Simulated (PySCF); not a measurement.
Telling isomers of C6H8F4 apart by NMR

- geometry: PBE0-D3(BJ)/def2-SVP
- NMR shieldings at PBE0/pcSseg-1/GIAO
- code: PySCF 2.14.0 with density-fitted response routines
- single conformer, in vacuum, non-relativistic, rapidly exchanging positions averaged

Referencing at the same level of theory: TMS for $^{1}$H (σ = 31.27 ppm) and $^{13}$C (σ = 184.41 ppm). Splittings of carbon signals by F and P are missing where no couplings were computed. Where no couplings were computed, multiplicities follow the n + 1 count of equivalent neighbours, and m marks all less simple cases (inequivalent or close neighbours, rings, F or P nearby). Shifts are as computed. Against solution values, carbons near 30 ppm lie about +2 ppm off and those near 130 ppm about +5 ppm. Of 1309 compounds with measured shifts, 239 miss one by over three times the rms of a fit or turn the order of signals round; such compounds aren't used in these exercises.

(1) Tabulate the signals of `C/C=C(/CF)CC(F)(F)F`, `C[C@]1(F)C[C@@H](C(F)(F)F)C1`, `FC(F)(F)CC1(F)CCC1` and their relative energies.

(2) What is the quickest way to tell C[C@]1(F)C[C@@H](C(F)(F)F)C1 from FC(F)(F)CC1(F)CCC1?

(3) What is the quickest way to tell C/C=C(/CF)CC(F)(F)F from FC(F)(F)CC1(F)CCC1?

(4) What is the quickest way to tell C/C=C(/CF)CC(F)(F)F from C[C@]1(F)C[C@@H](C(F)(F)F)C1?

Answers

(1) 
```tsv
SMILES	carbon types	δC	δH	E rel. (kcal/mol)
C/C=C(/CF)CC(F)(F)F	2×C 1×CH 2×CH2 1×CH3	140.3, 135.3, 131.6, 88.1, 31.6, 17.0	6.03 (m, 1H), 4.89 (m, 2H), 2.82 (m, 2H), 1.90 (d, 3H)	6.5
C[C@]1(F)C[C@@H](C(F)(F)F)C1	2×C 1×CH 2×CH2 1×CH3	131.9, 86.5, 36.7, 29.1, 25.3	2.37 (m, 2H), 1.97 (m, 2H), 1.84 (m, 1H), 1.38 (m, 3H)	0.0
FC(F)(F)CC1(F)CCC1	2×C 4×CH2	130.9, 90.0, 41.0, 35.3, 11.8	2.32 (m, 2H), 2.21 (m, 2H), 2.03 (m, 2H), 1.67 (m, 1H), 1.23 (m, 1H)	5.2
```

Energies are electronic energies at PBE0/pcSseg-1 on these geometries, without zero-point or thermal terms, each for the one conformer computed, which needn't be the lowest.

(2) Both give the same number of carbon signals, but DEPT or the intensities differ. The first has an sp3 CH in a ring at 29.1 ppm, the second an sp3 CH2 in a ring at 11.8 ppm. Their most deshielded carbons lie at 131.9 and 130.9 ppm.

(3) Count the carbon signals: 6 against 5. The first has an alkene CH at 140.3 ppm, the second a fully substituted sp3 carbon bonded to F (C) at 90.0 ppm. Their most deshielded carbons lie at 140.3 and 130.9 ppm. In the proton spectra the most deshielded non-exchanging signals are 6.03 (m, 1H) and 2.32 (m, 2H).

(4) Count the carbon signals: 6 against 5. The first has an alkene CH at 140.3 ppm, the second an sp3 CH in a ring at 29.1 ppm. Their most deshielded carbons lie at 140.3 and 131.9 ppm. In the proton spectra the most deshielded non-exchanging signals are 6.03 (m, 1H) and 2.37 (m, 2H).
